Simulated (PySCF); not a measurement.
Molfile (atoms numbered from 1):
```
C3H10F3NSi2
     RDKit          3D

 19 18  0  0  0  0  0  0  0  0999 V2000
    1.7291   -1.0599    0.5460 N   0  0  0  0  0  0  0  0  0  0  0  0
    1.3280    0.2104   -0.0428 C   0  0  0  0  0  0  0  0  0  0  0  0
   -0.1964    0.1946   -0.1189 C   0  0  0  0  0  0  0  0  0  0  0  0
   -0.9481    1.9474   -0.0607 Si  0  0  0  0  0  4  0  0  0  0  0  0
   -0.7083   -0.9696    1.3275 Si  0  0  0  0  0  4  0  0  0  0  0  0
   -0.6266   -0.4330   -1.3965 C   0  0  0  0  0  0  0  0  0  0  0  0
   -0.0915   -1.6535   -1.6358 F   0  0  0  0  0  0  0  0  0  0  0  0
   -0.2972    0.2937   -2.4947 F   0  0  0  0  0  0  0  0  0  0  0  0
   -1.9584   -0.6086   -1.4743 F   0  0  0  0  0  0  0  0  0  0  0  0
    1.7181   -1.7984   -0.1486 H   0  0  0  0  0  0  0  0  0  0  0  0
    2.6606   -1.0181    0.9449 H   0  0  0  0  0  0  0  0  0  0  0  0
    1.6430    1.0066    0.6359 H   0  0  0  0  0  0  0  0  0  0  0  0
    1.7838    0.4061   -1.0251 H   0  0  0  0  0  0  0  0  0  0  0  0
   -0.3504    2.7588   -1.1225 H   0  0  0  0  0  0  0  0  0  0  0  0
   -0.5815    2.4923    1.2463 H   0  0  0  0  0  0  0  0  0  0  0  0
   -2.3945    1.8604   -0.2257 H   0  0  0  0  0  0  0  0  0  0  0  0
   -0.0270   -0.5049    2.5275 H   0  0  0  0  0  0  0  0  0  0  0  0
   -2.1532   -0.7336    1.4951 H   0  0  0  0  0  0  0  0  0  0  0  0
   -0.5392   -2.3813    1.0151 H   0  0  0  0  0  0  0  0  0  0  0  0
  1  2  1  0
  2  3  1  0
  3  4  1  0
  3  5  1  0
  3  6  1  0
  6  7  1  0
  6  8  1  0
  6  9  1  0
  1 10  1  0
  1 11  1  0
  2 12  1  0
  2 13  1  0
  4 14  1  0
  4 15  1  0
  4 16  1  0
  5 17  1  0
  5 18  1  0
  5 19  1  0
M  END
```

Calculated, not measured (PySCF 2.14): shieldings: GIAO PBE0/pcSseg-1, geometry: GFN2-xTB. Non-relativistic Hamiltonian, rapidly exchanging positions averaged, one conformer, in vacuum.

References, each an isolated molecule treated in the same way: TMS for 13C and 1H and 29Si; NH3 for 15N; 19F vs CFCl3.

```csv
atoms,nucleus,count,δ (ppm)
F7/F8/F9,19F,3,?
H12/H13,1H,2,3.06
N1,15N,1,?
H14/H15/H16/H17/H18/H19,1H,6,4.09
C3,13C,1,?
Si4/Si5,29Si,2,-74.2
C2,13C,1,42.4
H10/H11,1H,2,1.66
C6,13C,1,141.8
```

Complete the table.

Results:


- C3: 31.5 ppm, fully substituted sp3 carbon bonded to 2 Si
- N1: 57.3 ppm, amine nitrogen
- F7/F8/F9: -72.2 ppm, fluorine of a CF3 group

OH/NH shifts are gas-phase values; hydrogen bonding in solution moves them, usually downfield. Shifts are as computed. Against solution values, carbons near 30 ppm lie about +3 ppm off and those near 130 ppm about +5 ppm. Of 1211 compounds with measured shifts, 218 miss one by over three times the rms of a fit or turn the order of signals round; such compounds aren't used in these exercises. Unscaled 19F shifts against computed CFCl3 carry errors that often reach 10 to 50 ppm. Experimental scales use liquid or dissolved standards, which lie at an offset from isolated NH3 (liquid NH3: subtract about 20 ppm).
